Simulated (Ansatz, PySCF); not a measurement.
Zn(SiH3)(OSiH3) (H₆OSi₂Zn), SMILES [SiH3][O][Zn][SiH3].

Coordinates come from a PBE0-D3(BJ)/def2-SVP optimisation. The structure was generated by enumeration; whether it is a known compound was not checked. The values are those of a single conformer.

Vertical ionisation energy (IE) and electron affinity (EA) in eV. Rows of orbital energies are one-electron estimates. Where ΔSCF, EOM or ADC give a negative EA the extra electron is unbound and the value depends on the basis.

```csv
level,IE,EA
"−ε(HOMO), −ε(LUMO), r2SCAN/def2-TZVP (PySCF)",7.07,1.49
"−ε(HOMO), −ε(LUMO), PBE/def2-TZVP (PySCF)",6.75,1.71
"ΔSCF, PBE0/def2-SVPD (Ansatz), final states of multiplicity 2 and 2",9.86,-0.39
"ΔSCF, PBE/def2-SVPD (Ansatz), final states of multiplicity 2 and 2",9.46,-0.29
```

### Question
What vertical singlet–triplet gap does ΔSCF give with PBE0/def2-SVPD (Ansatz, an electronic-structure program) and with PBE/def2-SVPD (Ansatz)? (An estimate is asked for; the answer gives what the named calculation found.)

### Answer
5.31 and 5.09 eV (triplet above singlet where positive).
